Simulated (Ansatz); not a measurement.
C2HCl2, SMILES [CH]=C(Cl)Cl, multiplicity 2.

Geometry: PBE0-D3(BJ)/def2-SVP. The isomer is the one that the SMILES or the coordinates give; other isomers of the formula were not compared.

Two levels are set side by side: PBE/def2-SVPD (Ansatz, an electronic-structure program) and ωB97X-V/def2-SVPD (Ansatz). Energy differences of separate SCF runs at the same geometry; the states with an electron removed or added have multiplicity 3 and 1. Differences are taken from unrounded values.

```csv
quantity,PBE
vertical ionisation energy (eV),9.71
vertical electron affinity (eV),1.53
```

Question: These are the PBE values. What does ωB97X-V give? (Estimate from the structure and the level; the computed values follow.)

Answer: 
| quantity | ωB97X-V | PBE minus ωB97X-V |
|---|---|---|
| vertical ionisation energy (eV) | 10.09 | -0.38 |
| vertical electron affinity (eV) | 1.51 | 0.02 |
